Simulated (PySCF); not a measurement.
## Ionisation energy of Rb by level of theory

Rb [Kr] 5s1 (2S) → Rb⁺ [Kr] (1S), as a difference of total energies. Computed with PySCF 2.14 in aug-cc-pVDZ-X2C, with the spin-free X2C one-electron Hamiltonian (Gaussian nucleus). The calculations carry no spin-orbit coupling.

| method | ionisation energy (eV) |
| --- | --- |
| UHF | 3.803 |
| PBE | 4.264 |
| r2SCAN | 4.074 |

For comparison: 4.177 eV (measured; NIST Atomic Spectra Database, ionization energies).
